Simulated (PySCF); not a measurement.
**Bond curve of BeGa⁺**

Set-up: PySCF, scalar-relativistic core potentials, basis sets Be cc-pVDZ, Ga cc-pVDZ-PP with ECP10. Energies in eV from Be + Ga⁺ in their ground configurations at the same level. State: ¹Σ⁺ (singlet), closed shell.

```
R (Å)  RHF-MP2     BLYP
2.436  -0.3155  -0.4680
2.550  -0.4331  -0.5765
2.663  -0.5014  -0.6407
2.748  -0.5289  -0.6673
2.833  -0.5411  -0.6799
2.918  -0.5416  -0.6817
3.031  -0.5289  -0.6713
3.173  -0.4987  -0.6442
3.343  -0.4511  -0.5990
3.570  -0.3816  -0.5293
```

Q: Put a parabola through the three lowest points of the RHF-MP2 curve and estimate Re, k and ωe (reduced mass 7.97 u; 1 eV/Å² = 0.16022 mdyn/Å; ωe = 1302.8·√(k/μ) cm⁻¹).

A: Through R = 2.833, 2.918, 3.031 Å the second-order coefficient is 0.597 eV/Å², so Re ≈ 2.880 Å, k ≈ 0.191 mdyn/Å and ωe ≈ 202 cm⁻¹. A polynomial fit of higher order to the unrounded RHF-MP2 energies gives Re = 2.879 Å, k = 0.223 mdyn/Å, ωe = 218 cm⁻¹; anharmonicity and rounding make the difference.

The higher-order fit for each curve: RHF-MP2: Re = 2.879 Å, ωe = 218 cm⁻¹, De = 0.54 eV; BLYP: Re = 2.891 Å, ωe = 207 cm⁻¹, De = 0.68 eV.

Correlated steps freeze 4 core orbitals. Closed-shell solutions of metal pairs were not tested for spin polarisation, which can lower them a little. Correlated levels converge slowly with the basis: in double zeta they bind strong bonds too weakly, by up to about 1 eV, and carry superposition errors of some tenths. For an ion De counts to the pair picked by the measured ionisation energies or electron affinities, which need not be the lowest pair at this level.
